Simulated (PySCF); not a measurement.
C5H4F2O, SMILES C1(CC(O1)(F)F)=C=C.

Geometry: B3LYP-D3(BJ)/def2-SVP. The structure was generated by enumeration, and PubChem lists no compound with its InChIKey, so it may never have been made.

Two levels are set side by side: PBE/def2-TZVP (PySCF) and ωB97X/def2-TZVP (PySCF). Same geometry, gas phase. Differences are taken from unrounded values.

| quantity | ωB97X |
|---|---|
| orbital gap (eV) | 10.87 |
| highest occupied level (eV) | -9.50 |
| lowest empty level (eV) | 1.37 |
| dipole moment (D) | 3.06 |

**Question.** What does PBE give, and how far is it from ωB97X? (The exact figures need the calculation; the answer reports its results.)

**Answer.** 
| quantity | PBE | PBE minus ωB97X |
|---|---|---|
| orbital gap (eV) | 4.08 | -6.79 |
| highest occupied level (eV) | -5.91 | 3.59 |
| lowest empty level (eV) | -1.83 | -3.20 |
| dipole moment (D) | 2.70 | -0.36 |

PBE's occupied levels lie high since its potential decays too fast outside the molecule; exact exchange lowers them and widens the gap. Differences between two approximate levels are no errors against the true value.

Rough cost on one machine, each run with all the roots and properties that it gave: ωB97X against PBE within a factor of 2.
